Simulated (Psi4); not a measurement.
C2H9NOSn (SMILES C[N](C)[SnH2][OH]), singlet, at a GFN2-xTB geometry (such geometries of metal compounds can be far from the true shape) (core potentials on Sn); R2SCAN/def2-SVP (Psi4).

Psi4 was given this input:
```
memory 2 GB

molecule {
0 1
Sn    0.50651583   -0.49417006   -0.00537495
O     1.90098864    0.75099561    0.50914567
N    -1.13613054    0.70132039   -0.28942069
C    -1.60757164    1.48475084    0.83054437
C    -2.24855677    0.14829648   -1.02841345
H     0.67241643   -1.66396503    1.21010279
H     0.84002635   -1.11646775   -1.53714294
H     1.87105520    1.60655117    0.08284016
H    -2.25890059    0.91389467    1.50282597
H    -2.17850605    2.33408526    0.44824403
H    -0.76289001    1.86716888    1.40151570
H    -2.82597361    0.97218465   -1.45215639
H    -2.91821610   -0.45114935   -0.40213934
H    -1.88302800   -0.46929063   -1.84534849
}

set {
  basis def2-svp
}

energy('r2scan')
print_variables()
```

### Question
Predict the main parts of the log of this Psi4 run.

### Answer

```
   => Loading Basis Set <=

    Name: DEF2-SVP
    Role: ORBITAL
    Keyword: BASIS

    !!!  WARNING: ECP capability is in beta. Please check occupations closely.  !!!

         ---------------------------------------------------------
                                   SCF
               by Justin Turney, Rob Parrish, Andy Simmonett
                          and Daniel G. A. Smith
                              RKS Reference
         ---------------------------------------------------------

  ==> Geometry <==

    Molecular point group: c1
    Full point group: C1

    Geometry (in Angstrom), charge = 0, multiplicity = 1:

       Center              X                  Y                   Z               Mass
    ------------   -----------------  -----------------  -----------------  -----------------
         SN           0.400281629244    -0.418756305762    -0.007977443046   119.902201630000
         O            1.794754439244     0.826409364238     0.506543176954    15.994914619570
         N           -1.242364740756     0.776734144238    -0.292023183046    14.003074004430
         C           -1.713805840756     1.560164594238     0.827941876954    12.000000000000
         C           -2.354790970756     0.223710234238    -1.031015943046    12.000000000000
         H            0.566182229244    -1.588551275762     1.207500296954     1.007825032230
         H            0.733792149244    -1.041053995762    -1.539745433046     1.007825032230
         H            1.764820999244     1.681964924238     0.080237666954     1.007825032230
         H           -2.365134790756     0.989308424238     1.500223476954     1.007825032230
         H           -2.284740250756     2.409499014238     0.445641536954     1.007825032230
         H           -0.869124210756     1.942582634238     1.398913206954     1.007825032230
         H           -2.932207810756     1.047598404238    -1.454758883046     1.007825032230
         H           -3.024450300756    -0.375735595762    -0.404741833046     1.007825032230
         H           -1.989262200756    -0.393876875762    -1.847950983046     1.007825032230

  Running in c1 symmetry.

  Rotational constants: A =      0.15968  B =      0.06172  C =      0.04918 [cm^-1]
  Rotational constants: A =   4787.12328  B =   1850.22312  C =   1474.40095 [MHz]
  Nuclear repulsion =  296.428760717694388

  Charge       = 0
  Multiplicity = 1
  Electrons    = 58
  Nalpha       = 29
  Nbeta        = 29

  ==> Algorithm <==

[...]
   @DF-RKS iter   5:  -425.66452019903170   -9.74448e-03   6.04929e-04 ADIIS/DIIS
   @DF-RKS iter   6:  -425.66682170192826   -2.30150e-03   2.02062e-04 ADIIS/DIIS
   @DF-RKS iter   7:  -425.66717142193306   -3.49720e-04   3.18592e-05 DIIS
   @DF-RKS iter   8:  -425.66717824986551   -6.82793e-06   8.87289e-06 DIIS
   @DF-RKS iter   9:  -425.66717897247457   -7.22609e-07   1.42098e-06 DIIS
   @DF-RKS iter  10:  -425.66717898962486   -1.71503e-08   1.76100e-07 DIIS
  Energy and wave function converged.

  ==> Post-Iterations <==

   Electrons on quadrature grid:
      Ntotal   =   58.0000011172 ; deviation = 1.117e-06

    Orbital Energies [Eh]
    ---------------------

    Doubly Occupied:

[...]
    Virtual:

[...]
    Final Occupation by Irrep:
              A
    DOCC [    29 ]
    NA   [    29 ]
    NB   [    29 ]

  @DF-RKS Final Energy:  -425.66717898962486

   => Energetics <=

    Nuclear Repulsion Energy =            296.4287607176943879
    One-Electron Energy =               -1252.5488952021719342
    Two-Electron Energy =                 578.2467737911478025
    DFT Exchange-Correlation Energy =     -47.7938182962950577
    Empirical Dispersion Energy =           0.0000000000000000
    VV10 Nonlocal Energy =                  0.0000000000000000
    Total Energy =                       -425.6671789896248583

Computation Completed

Properties will be evaluated at   0.000000,   0.000000,   0.000000 [a0]

Properties computed using the SCF density matrix

 Multipole Moments:

 ------------------------------------------------------------------------------------
     Multipole            Electronic (a.u.)      Nuclear  (a.u.)        Total (a.u.)
 ------------------------------------------------------------------------------------

 L = 1.  Multiply by 2.5417464519 to convert [e a0] to [Debye]
 Dipole X            :         37.7403999          -38.4446391           -0.7042392
 Dipole Y            :        -34.4299334           34.4133486           -0.0165848
 Dipole Z            :         -0.2150053           -0.0008427           -0.2158481
 Magnitude           :                                                    0.7367620

 ------------------------------------------------------------------------------------

  Variable Map:
  ----------------------------------------------------------------------------
[...]
  Array Variable Map:
  ----------------------------------------------------------------------------
[...]
[...]
```
